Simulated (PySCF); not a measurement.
Positional isomers: propene boryl. Gas-phase values, no solvent. One relaxed conformer stands for each flexible species; it need not be the lowest. Strings in code marks are SMILES.

Quantity: electronic energy of isomers of C3H7B relative to `B/C=C/C`, in kcal/mol.

A: `BCC=C`
B: `B/C=C\C`
C: `BC(=C)C`

### Question
Order them by electronic energy of isomers of C3H7B relative to `B/C=C/C` (lowest first) at the level B3LYP-D3(BJ)/def2-TZVP // PBE0-D4/def2-TZVP (PySCF).

### Answer
B (2.05 kcal/mol), C (3.43 kcal/mol), A (8.62 kcal/mol)
